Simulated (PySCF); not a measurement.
# Interval between two levels of Ga²⁺ by level of theory

Ga²⁺ [Ar] 3d10 4s1 [2S1/2, M_J = 1/2] → Ga²⁺ [Ar] 3d9 4s1 4p1 [4F9/2, M_J = 9/2], as a difference of total energies. Calculation: PySCF 2.14, in x2c-SVPall-2c with one added diffuse shell each of s, p, d type (6s7p4d, 47 functions); the two-component X2C-1e Hamiltonian. Correlated levels: [Ne] frozen; the 6 highest virtual spinors dropped. "Screened" scales the spin-orbit matrix elements by Boettger's factors to mimic the two-electron term; Breit and QED terms are absent.

| method | interval between two levels (cm⁻¹) |
| --- | --- |
| GHF (spin-free) | 175580 |
| GMP2 (spin-free) | 191300 |
| GHF (screened spin-orbit) | 174770 |
| GMP2 (screened spin-orbit) | 190520 |

The labels give the starting determinants; with spin-orbit coupling the two ends relaxed to ⟨J²⟩ = 0.75, ⟨L²⟩ = 0.00, ⟨S²⟩ = 0.75 and ⟨J²⟩ = 24.76, ⟨L²⟩ = 12.01, ⟨S²⟩ = 3.75.
